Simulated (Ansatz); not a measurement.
(1) Predict a relaxed structure of TaS(OSiH3)3 (TaSi3SO3H9), charge 0, singlet, at r2SCAN-D4/def2-SVP (Ansatz).

Answers

(1) 
Cartesian coordinates in Å:
```
Ta -0.1345 0.1766 0.2182
S -1.0725 1.3992 1.7684
O 0.0284 1.2258 -1.3568
Si -0.0884 2.5718 -2.3532
H -0.8476 3.6447 -1.6523
H -0.7943 2.1722 -3.6027
H 1.2878 3.0405 -2.6789
O -1.2383 -1.3365 -0.0987
Si -2.5539 -2.3644 0.0774
H -3.4211 -1.8760 1.1856
H -2.0460 -3.7309 0.3837
H -3.3139 -2.3839 -1.2039
O 1.5766 -0.3661 0.8392
Si 2.8733 -0.5088 1.8960
H 2.5952 0.2744 3.1322
H 4.0936 0.0113 1.2181
H 3.0556 -1.9497 2.2278
```
The metal has 4 neighbours: S 2.19 Å, O 1.90 Å, O 1.90 Å, O 1.90 Å. This is one stationary point.

In the def2 sets Ta takes a core potential; there is no spin–orbit coupling.
